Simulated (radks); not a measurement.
Species: Te3+. Configuration: [Kr] 4d10 5s2 5p1.

Method: scalar-relativistic Kohn-Sham, LB94 model potential, spin-polarised, spherical densities, finite nucleus; open shells are filled with parallel spins first (spin-orbit coupling, left out, can overturn this in heavy ions); Fermi nuclear charge, rms radius 4.7423 fm; computed with a radial shooting solver on a logarithmic mesh with Libxc functionals.

Energy parts (eV):
| part | energy |
|---|---|
| kinetic | 194255.593 |
| electron-nucleus | -446364.165 |
| Hartree | 72039.613 |
(The LB94 potential has no energy functional, so no total or exchange-correlation energy is given.)

Orbitals (lengths in bohr, moments of r in powers of bohr; r(max) is where P^2 peaks):
orbital  occ.  eigenvalue (eV)   r(max)
1s up       1        -31813.07  0.01793
1s down     1        -31813.07  0.01793
2s up       1        -4924.901   0.1013
2s down     1        -4924.873   0.1013
2p up       3        -4430.345  0.08110
2p down     3        -4430.302  0.08110
3s up       1        -1017.531   0.2929
3s down     1        -1017.503   0.2929
3p up       3        -856.1328   0.2864
3p down     3        -856.1042   0.2865
3d up       5        -611.2006   0.2375
3d down     5        -611.1746   0.2375
4s up       1        -203.1297   0.6996
4s down     1        -203.0490   0.6996
4p up       3        -153.3165   0.7374
4p down     3        -153.2784   0.7375
4d up       5         -80.6847   0.8118
4d down     5         -80.7749   0.8127
5s up       1         -49.8030    1.697
5s down     1         -50.1971    1.693
5p up       1         -38.2202    1.951
5p down     0         -38.4657    1.937

The highest occupied level is 5p up at -38.220 eV. The configuration is held as typed, so some empty levels lie below it. Spin moment in Bohr magnetons: 1. The electron density at the nucleus is 2.35e+05 e/bohr^3 (large components only). The spin density at the nucleus is -0.612 e/bohr^3 (1s -0.137, 2s 0.157, 3s 0.213, 4s 0.363, 5s -1.209).
